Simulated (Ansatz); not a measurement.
Strength of the N–Au bond: C2H6AuN → C2H6N + Au

Species: C2H6AuN `C[N](C)[Au]`, singlet; C2H6N `C[N]C`, doublet; Au atom, doublet. 

Shapes, held fixed at every level: PBE0-D4/def2-TZVP. Programs: Ansatz 0.2.0. The zero-point and thermal change to 298 K, harmonic and unscaled (PBE0-D4/def2-TZVP), is -6.1 kJ/mol.

```
              level                    kind  ΔH(298 K) (kJ/mol)  less CCSD(T)/def2-TZVPP
   SPW92/def2-TZVPP                     LDA              +244.9                    +82.0
  PBE-D4/def2-TZVPP                     GGA              +175.9                    +13.0
B3LYP-D4/def2-TZVPP           global hybrid              +137.9                    -25.0
 PBE0-D4/def2-TZVPP           global hybrid              +139.5                    -23.4
 wB97M-V/def2-TZVPP  range-separated hybrid              +133.5                    -29.4
 wB97X-V/def2-TZVPP  range-separated hybrid              +131.8                    -31.1
   CCSD(T)/def2-SVP   coupled cluster or CI              +146.1                    -16.8
 CCSD(T)/def2-TZVPP   coupled cluster or CI              +162.9                      0.0
```

The highest level, CCSD(T)/def2-TZVPP, gives ΔH(298 K) = +162.9 kJ/mol; the levels span +131.8 to +244.9. The column of differences is taken from that level and isn't an error. No measured value is set beside it here. T1 is large for C2H6AuN, so single-reference values are less sure there. Open shells run unrestricted unless RO is named. For atoms past krypton def2 sets carry core potentials with scalar relativity. Correlated rows may include outer-core shells of Au, which these sets cover unevenly.
